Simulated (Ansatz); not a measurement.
`CO[SiH]([O])F` radical, one more setting.

```yaml
crystal:
  periodic: [false, false, false]
  atoms:
    - {symbol: C, position_ang: [0.418964, 1.093272, 0.792361]}
    - {symbol: O, position_ang: [-0.054789, -0.234659, 0.679876]}
    - {symbol: Si, position_ang: [-0.355596, -1.073515, -0.662734]}
    - {symbol: O, position_ang: [-1.550998, -2.171059, -0.364489]}
    - {symbol: F, position_ang: [-0.735211, -0.047559, -1.816654]}
    - {symbol: H, position_ang: [1.512063, 1.103083, 0.814295]}
    - {symbol: H, position_ang: [0.071686, 1.716450, -0.035456]}
    - {symbol: H, position_ang: [0.044514, 1.507346, 1.729065]}
    - {symbol: H, position_ang: [0.737868, -1.939659, -1.153365]}
basis:
  gaussian: {orbitals: def2-TZVPP}
magnetization: {spin_polarized: false, initial_magnetization: 1}
hamiltonian: {xc: {name: BLYP}, dispersion: d3bjatm, pseudopotentials: {relativity: none}}
```

```sh
$ ansatz run in.yaml --threads 4 --pin off --events-out ev --progress --plain --max-ram 10444MiB
```

Shortened log:

```
Functional definition: BLYP
1162 factors; their error is unknown
mean field evaluation 1: about -15780.8019 eV, gradient 8.7e1 eV
mean field evaluation 2: about -15706.2559 eV, gradient 2.0e2 eV
mean field evaluation 4: about -15790.5756 eV, gradient 4.5e1 eV
mean field evaluation 8: about -15794.6433 eV, gradient 6.2e0 eV
mean field evaluation 16: about -15794.6970 eV, gradient 3.4e0 eV
mean field evaluation 32: about -15794.7204 eV, gradient 7.9e-4 eV
mean field -15794.72036512 eV, -580.4452673723 hartree, gradient 3.7e-6 eV, S^2 0.750000; 9 other end points of the search recorded, 0 dependent functions left out
reference -15794.72071850 eV, -580.4452803587 hartree; 25, 24 occupied and 197, 198 virtual orbitals, 1162 factors
Total energy: -15795.04877759 eV, -580.4573363079 hartree
```

Run time 7.5 s (4 threads of an Intel Xeon Platinum 8488C on a shared host); peak host memory 0.62 GiB.
